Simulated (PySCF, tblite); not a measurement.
Compound: C7H7BF2.
Structure used (GFN2-xTB), in Å, numbered top down from 1:
```
atom  x, y, z in Å
F1     3.8172   -0.5261   -0.0628
B2     2.5991   -0.1076    0.2252
F3     2.5705    0.8773    1.0952
C4     1.3177   -0.7632   -0.4317
C5     0.0080   -0.2190    0.0534
C6    -0.5876   -0.1211    1.4764
C7    -1.9740   -0.2461    0.9040
C8    -1.3484    1.1126    1.0726
C9    -0.7558    1.0182   -0.3450
C10   -1.3842   -0.3437   -0.5149
H11    1.3667   -0.6383   -1.5184
H12    1.3475   -1.8457   -0.2610
H13   -0.1950   -0.4144    2.4319
H14   -2.8665   -0.6627    1.3332
H15   -1.6593    1.9575    1.6582
H16   -0.5269    1.7726   -1.0751
H17   -1.7361   -0.8382   -1.4017
```

Jobs on this species (17 atoms, 72 electrons) with PySCF (density fitting) and tblite. Hardware of each: one thread of an Arm Neoverse V1 (shared host). Other jobs ran on the host; a repeat could differ by tens of per cent or more.

```tsv
level and settings	work	basis functions	SCF cycles	wall time
GFN2-xTB	Hessian by finite differences	–	–	0.6 s
PBE0/pcSseg-1	shieldings, ring-centre shieldings, charges and field gradients	205	?	?
GFN2-xTB	L-BFGS relaxation	–	–	0.53 s
```

Q: Fill in the missing figures.

A: 
- PBE0/pcSseg-1; shieldings, ring-centre shieldings, charges and field gradients: 40 s, 13 SCF cycles

Q: What do all jobs in the table cost together?

A: About 41 s; the longest takes about 97 % of that, and about 75 times as long as the shortest.
